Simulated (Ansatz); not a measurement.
H$_{2}$F$_{4}$Si$_{2}$, singlet, geometry from GFN2-xTB, with bond 6-3 at 1.4 times its length; CASSCF(2,3)/STO-3G (Ansatz, an electronic-structure program).

Input for Ansatz:
Ansatz 0.2 input:
```yaml
crystal:
  periodic: [false, false, false]
  atoms:
    - {symbol: Si, position_ang: [1.58240308, -0.28024863, -0.17937423]}
    - {symbol: F, position_ang: [2.25227698, 1.01849635, 0.48862759]}
    - {symbol: Si, position_ang: [-0.67843736, -0.08936060, -0.03300664]}
    - {symbol: F, position_ang: [-1.34239612, 0.00997325, 1.40838961]}
    - {symbol: F, position_ang: [-1.38801358, 1.10310378, -0.80963682]}
    - {symbol: F, position_ang: [-1.67907984, -1.88336814, -0.89672471]}
    - {symbol: H, position_ang: [2.11515552, -1.39924832, 0.59067417]}
    - {symbol: H, position_ang: [2.07115669, -0.27323171, -1.55423213]}
basis:
  gaussian:
    orbitals: STO-3G
hamiltonian:
  xc: hf
magnetization: {spin_polarized: false}
correlation: {active_space: {window: {electrons: 2, orbitals: 3}}}
```

What the program printed (banner, timings and long lists left out):

```
Functional definition: HF
501 factors; integrals over basis functions are off by at most 3.6e-5 eV
mean field evaluation 1: about -26235.9302 eV, gradient 3.7e1 eV
mean field evaluation 2: about -26236.0138 eV, gradient 3.7e1 eV
mean field evaluation 4: about -26244.7168 eV, gradient 2.7e0 eV
mean field evaluation 8: about -26244.7693 eV, gradient 5.5e-2 eV
mean field -26244.76930003 eV, -964.4774824324 hartree, gradient 2.7e-6 eV, S^2 0.000000; 0 other end points of the search recorded, 0 dependent functions left out
reference -26244.76930003 eV, -964.4774824324 hartree; 33, 33 occupied and 7, 7 virtual orbitals, 501 factors
state -26246.63179809 eV, -964.5459279739 hartree
Total energy: -26246.63179809 eV, -964.5459279739 hartree
```
